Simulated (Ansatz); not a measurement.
A structure relaxed at r2SCAN-D4/def2-TZVP in Ansatz, charge 0, singlet:

```xyz
10

Li   -0.246    1.573    0.375
Li    1.305   -0.902    0.065
Li   -1.466   -0.269   -0.678
Li    0.509    0.696   -1.810
Li   -0.361   -0.972    2.121
H    -1.216    0.167    1.118
H    -1.046    1.407   -1.253
H     1.091   -1.654    1.642
H     0.061   -1.011   -1.354
H     1.369    0.966   -0.225
```

**Question.** Give its formula and point group.

**Answer.** the cluster Li5H5. Point group Cs (tolerance 0.1 Å).

**Question.** Summarise the bond lengths by kind (pairs closer than 1.2 times the sum of covalent radii, bridged metal pairs left out).

**Answer.** 14 × H–Li 1.67 to 1.89 Å.

The structure comes from a short search, and lower isomers may exist.
